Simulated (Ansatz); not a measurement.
BH$_{8}$NSi$_{2}$, SMILES `BN[SiH2][SiH3]`, relaxed with RKS PBE-D4/def2-SVP in Ansatz from a rough embedded geometry. The force threshold is 0.03 eV/Å; the program also tests the step.

Charge 0, multiplicity 1.

Start:

```xyz
12

B    -0.299    0.871   -2.190
N    -0.248    0.994   -0.739
Si    0.282   -0.604   -0.084
Si    0.305   -0.386    2.199
H     0.731    0.685   -2.855
H    -1.305    0.983   -2.852
H    -1.231    1.180   -0.404
H    -0.657   -1.591   -0.469
H     1.583   -0.885   -0.556
H     1.211    0.604    2.583
H    -1.077   -0.130    2.641
H     0.704   -1.722    2.727
```

```csv
step,energy (eV),largest force (eV/Å),largest move (Å)
1,-18033.8445,2.171,0.000
2,-18034.3639,1.021,0.195
3,-18034.5311,0.714,0.193
4,-18034.6694,0.400,0.200
5,-18034.7407,0.194,0.200
6,-18034.7657,0.325,0.200
7,-18034.7670,0.259,0.200
8,-18034.7886,0.093,0.200
9,-18034.7933,0.033,0.097
10 (rejected),-18034.7929,0.354,0.196
11,-18034.7959,0.075,0.096
12,-18034.7960,0.176,0.098
13,-18034.7967,0.215,0.069
14,-18034.7983,0.103,0.018
15,-18034.7996,0.100,0.050
16,-18034.8002,0.030,0.033
17,-18034.8005,0.053,0.050
18,-18034.8007,0.042,0.049
19,-18034.8008,0.032,0.016
20 (rejected),-18034.8007,0.033,0.023
21,-18034.8008,0.022,0.012
```

End:

```xyz
12

B    -0.167    1.157   -2.056
N    -0.716    0.343   -1.045
Si    0.110   -0.946   -0.134
Si    0.364   -0.289    2.115
H     0.989    0.976   -2.396
H    -0.855    2.024   -2.565
H    -1.688    0.532   -0.774
H    -0.709   -2.211   -0.194
H     1.438   -1.177   -0.793
H     1.248    0.927    2.204
H    -0.982    0.059    2.698
H     0.969   -1.396    2.939
```

Hardware: 4 threads of an Arm Neoverse V2 on a shared host. Wall time 19 s, peak host memory 0.14 GiB.
